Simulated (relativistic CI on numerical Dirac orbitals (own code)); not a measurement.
Radial parameters of Te V

Calculated at this level of theory: Dirac-Coulomb-Breit CI, separate exchange-only KLI orbitals for each configuration, model QED, valence Slater integrals scaled by 0.85, P86 correlation energy added to each configuration (own radial code, finite nucleus).

Slater integrals F^k, G^k are unscaled and averaged over j, outside the closed core [Kr] 4d10; ζ comes from projecting the Hamiltonian with its Breit term on Σ l·s of the shell.

- 5s5p: G^1(5s,5p) = 65431, ζ(5p) = 6810.3 cm⁻¹; <r>(5s) = 1.878, <r^2>(5s) = 3.945, <r>(5p) = 2.153, <r^2>(5p) = 5.19 (bohr units).
- 5p²: F^2(5p,5p) = 50026, ζ(5p) = 6749.8 cm⁻¹; <r>(5p) = 2.152, <r^2>(5p) = 5.187 (bohr units).
- 5s5d: G^2(5s,5d) = 27320, ζ(5d) = 500.91 cm⁻¹; <r>(5s) = 1.864, <r^2>(5s) = 3.89, <r>(5d) = 2.854, <r^2>(5d) = 9.132 (bohr units).

In this model ζ of a weakly bound d, f or g electron outside closed shells comes out too small, for d by up to a factor of two or three and at times with the wrong sign; that of an outer p electron is too small as well.

Averages of the first 10 configurations, taken without configuration mixing, which lowers the lowest level and can move excited configurations by several eV; other configurations of the list can lie among them:

| Configuration | Parity | States | Average energy above the lowest level (eV) |
| --- | --- | --- | --- |
| 5s² | even | 1 | 0.6 |
| 5s5p | odd | 12 | 10.9 |
| 5p² | even | 15 | 23.4 |
| 5s5d | even | 20 | 26.8 |
| 5d² | even | 45 | 54.5 |
| 5s5f | odd | 28 | 41.3 |
| 5s5g | even | 36 | 44.3 |
| 5p5d | odd | 60 | 38.6 |
| 4f² | even | 91 | 64.5 |
| 5s6s | even | 4 | 29.6 |
